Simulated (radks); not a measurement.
Problem. Valence configurations of La (all share [Xe]). Method: scalar-relativistic Kohn-Sham, SCAN, spin-polarised, spherical densities, finite nucleus; open shells are filled with parallel spins first (spin-orbit coupling, left out, can overturn this in heavy ions); meta-GGA in the generalised Kohn-Sham scheme; Fermi nuclear charge, rms radius 4.855 fm; computed with a radial shooting solver on a logarithmic mesh with Libxc functionals. Order these by energy: 5d1 6s2; 4f2 5d1; 5d1 6p2; 5d2 6s1; 5d1 6s1 6p1; 4f0.5 5d1 6s1.5; 6s2 6p1; 5d0.5 6s2 6p0.5.

Solution. From the lowest, in eV above it: 5d2 6s1 0.000; 5d1 6s2 0.322; 4f0.5 5d1 6s1.5 0.716; 5d0.5 6s2 6p0.5 1.385; 5d1 6s1 6p1 1.731; 6s2 6p1 2.568; 5d1 6p2 4.382; 4f2 5d1 6.065. NIST lists [Xe] 5d1 6s2 as the ground configuration; this level of theory puts 5d2 6s1 lower, by 0.322 eV. The energies are those of spherical high-spin densities, not of single terms. No valid solution was reached for [Xe] 4f1 5d1 6s1; [Xe] 4f1 5d1 6p1.
